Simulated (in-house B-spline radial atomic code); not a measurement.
Radial electron density of Ni, [Ar] 3d8 4s2. Method: non-relativistic PBE0, spin-polarised, spherical fractional occupations, exact exchange averaged over the configuration, point nucleus. Calculated with a radial B-spline atomic code at the basis-set limit.

Columns: r (bohr), 4πr²n(r) (electrons per bohr), bar.

```
 0.00242   0.9608 #
 0.00297    1.403 ##
 0.00364     2.03 ##
 0.00446    2.911 ###
 0.00547    4.138 #####
 0.00671     5.81 #######
 0.00822    8.013 #########
  0.0101    10.89 #############
  0.0124    14.44 #################
  0.0152    18.57 #####################
  0.0186    23.03 ##########################
  0.0228    27.46 ################################
  0.0279    31.12 ####################################
  0.0342    33.35 ######################################
  0.0419    33.55 #######################################
  0.0514    31.73 ####################################
   0.063    28.87 #################################
  0.0773    26.79 ###############################
  0.0947    27.35 ###############################
   0.116    31.01 ####################################
   0.142    35.86 #########################################
   0.174    38.26 ############################################
   0.214    35.11 ########################################
   0.262    27.28 ###############################
   0.321    19.31 ######################
   0.394    15.98 ##################
   0.483    17.73 ####################
   0.592    20.28 #######################
   0.726    19.44 ######################
    0.89    14.91 #################
    1.09    9.395 ###########
    1.34    5.142 ######
    1.64    2.839 ###
    2.01    1.752 ##
    2.46    1.194 #
    3.02   0.7829 #
     3.7   0.4433 #
    4.54   0.1992 
    5.56  0.06842 
    6.82  0.01654 
    8.36 0.002627 
    10.2 0.0002666
```

On this grid the curve has 3 maxima, near 0.0419, 0.174, 0.592 bohr.

The 3d up radial function P(r) = rR(r), positive near the nucleus:

```json
{"r (bohr)": "0.0186", "P": "0.0012"}
{"r (bohr)": "0.0279", "P": "0.003727"}
{"r (bohr)": "0.0419", "P": "0.01117"}
{"r (bohr)": "0.063", "P": "0.03179"}
{"r (bohr)": "0.0947", "P": "0.08363"}
{"r (bohr)": "0.142", "P": "0.1968"}
{"r (bohr)": "0.214", "P": "0.4052"}
{"r (bohr)": "0.321", "P": "0.6896"}
{"r (bohr)": "0.483", "P": "0.9398"}
{"r (bohr)": "0.726", "P": "0.98"}
{"r (bohr)": "1.09", "P": "0.7748"}
{"r (bohr)": "1.64", "P": "0.4667"}
{"r (bohr)": "2.46", "P": "0.2113"}
{"r (bohr)": "3.7", "P": "0.06445"}
{"r (bohr)": "5.56", "P": "0.01094"}
```
